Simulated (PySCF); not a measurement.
Structure problem from calculated spectra and properties.

Formula: C9; singlet state.

| Quantity | Value |
| --- | --- |
| Triplet | lowest triplet excitation (Tamm–Dancoff): 1.08 eV [TDA CAM-B3LYP/def2-SVPD] |
| Polarisability | 209.4 au [CAM-B3LYP/def2-SVPD] |
| UV, strongest line | among the 10 lowest singlet transitions: S5/S6/S7/S8 at 3.43 eV (361 nm, f = 0.029 summed over these states) [TDDFT CAM-B3LYP/def2-SVPD] |
| Dipole | 0.00 D by symmetry (numerical residue 0.01 D) [CAM-B3LYP/def2-SVPD] |
| 13C NMR | chemical shifts (computed TMS as zero) by class: 390.5 (2 C), 102.5 (1 C), 102.5 (2 C), 82.2 (2 C), 47.3 (2 C) ppm [GIAO CAM-B3LYP/pcSseg-2] |
| UV, first state | lowest singlet excitation: 1.15 eV (1080 nm, f = 0.000) [TDDFT CAM-B3LYP/def2-SVPD] |
| Rotational structure | rotational constant B (linear): 0.425 GHz [PBE0-D3(BJ)/def2-SVP] |

The electronic properties come from PySCF, for the isolated species, density fitting. Levels stand in brackets. Geometry: PBE0-D3(BJ)/def2-SVP; no solvent, vibrations or thermal averaging. Each NMR value is the plain mean over a class of atoms that symmetry, rotation or inversion makes alike.

Question: Propose a structure and show how it fits.

Answer: Numbering: `[C:1]=[C:2]=[C:3]=[C:4]=[C:5]=[C:6]=[C:7]=[C:8]=[C:9]`. 9 carbons fall into 5 classes; from least to most shielded: carbon bonded to C [C1/C9] (390.5 ppm, 2 C), central carbon of cumulated double bonds [C5] (102.5 ppm), central carbon of cumulated double bonds [C2/C8] (102.5 ppm, 2 C), central carbon of cumulated double bonds [C3/C7] (82.2 ppm, 2 C), central carbon of cumulated double bonds [C4/C6] (47.3 ppm, 2 C). The vanishing dipole is forced by symmetry. The optimised geometry has point group D∞h and is a linear rotor. Structure: `[C]=C=C=C=C=C=C=C=[C]` (nonacarbon) [singlet]. The assignments are read from this structure; whether some other isomer fits the data as well wasn't checked.
